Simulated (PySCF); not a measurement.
C₃H₃N, SMILES C=CC#N. Coordinates come from a PBE-D3(BJ)/def2-SVP optimisation.

Question: Give the equilibrium geometry at PBE-D3(BJ)/def2-SVP (PySCF confirms it by a frequency run) as Cartesian coordinates in Å, and its point group. (An estimate is asked for; the answer gives what the named calculation found.)

Answer: point group Cs.
```xyz
7

C     -0.3583     1.6233     0.0000
C      0.5040     0.5840     0.0000
C      0.0914    -0.7854     0.0000
N     -0.2263    -1.9163     0.0000
H     -1.4479     1.4682     0.0000
H      0.0152     2.6581     0.0000
H      1.5943     0.7559     0.0000
```
Charge 0, spin multiplicity 1.
